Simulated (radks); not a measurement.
Question: All-electron atom: Bi4+ in [Xe] 4f14 5d10 6s1. Method: scalar-relativistic Kohn-Sham, PBEsol, spin-polarised, spherical densities, point nucleus; open shells are filled with parallel spins first (spin-orbit coupling, left out, can overturn this in heavy ions); computed with a radial shooting solver on a logarithmic mesh with Libxc functionals. Some entries of the table are withheld. Estimate them.

| orbital | occ. | eigenvalue (eV) | r(max) (bohr) | <r^2> (bohr^2) |
|---|---|---|---|---|
| 1s up | 1 | -90699.66 | 0.009655 | 0.0003460 |
| 1s down | 1 | -90699.62 | 0.009655 | 0.0003460 |
| 2s up | 1 | -16330.33 | 0.05619 | 0.005243 |
| 2s down | 1 | -16330.31 | 0.05619 | 0.005243 |
| 2p up | 3 | -13973.59 | 0.04691 | 0.004487 |
| 2p down | 3 | -13973.57 | 0.04691 | 0.004487 |
| 3s up | 1 | -3973.123 | 0.1585 | 0.03370 |
| 3s down | 1 | -3973.101 | 0.1585 | 0.03370 |
| 3p up | 3 | -3300.044 | 0.1589 | 0.03503 |
| 3p down | 3 | -3300.023 | 0.1589 | 0.03503 |
| 3d up | 5 | -2624.675 | 0.1294 | 0.02902 |
| 3d down | 5 | -2624.656 | 0.1294 | 0.02902 |
| 4s up | 1 | -943.3934 | 0.3558 | 0.1604 |
| 4s down | 1 | -943.3596 | 0.3558 | 0.1604 |
| 4p up | 3 | -722.8990 | 0.3760 | 0.1842 |
| 4p down | 3 | -722.8604 | 0.3760 | 0.1842 |
| 4d up | 5 | -471.1689 | 0.3815 | 0.2060 |
| 4d down | 5 | -471.1245 | 0.3815 | 0.2059 |
| 5s up | 1 | -198.8980 | 0.7700 | 0.7719 |
| 5s down | 1 | -198.8154 | 0.7701 | 0.7712 |
| 4f up | 7 | -193.9181 | 0.3418 | 0.2321 |
| 4f down | 7 | -193.8699 | 0.3418 | 0.2320 |
| 5p up | 3 | -136.8619 | 0.8597 | 1.009 |
| 5p down | 3 | -136.7287 | 0.8596 | 1.006 |
| 5d up | 5 | (1) | 1.031 | (2) |
| 5d down | 5 | (3) | 1.028 | (4) |
| 6s up | 1 | (5) | 1.779 | 4.208 |
| 6s down | 0 | (6) | 1.772 | 4.209 |

Answer: 
(1) 5d up eigenvalue (eV): -67.6705
(2) 5d up <r^2> (bohr^2): 1.675
(3) 5d down eigenvalue (eV): -67.2599
(4) 5d down <r^2> (bohr^2): 1.653
(5) 6s up eigenvalue (eV): -51.5265
(6) 6s down eigenvalue (eV): -50.3316
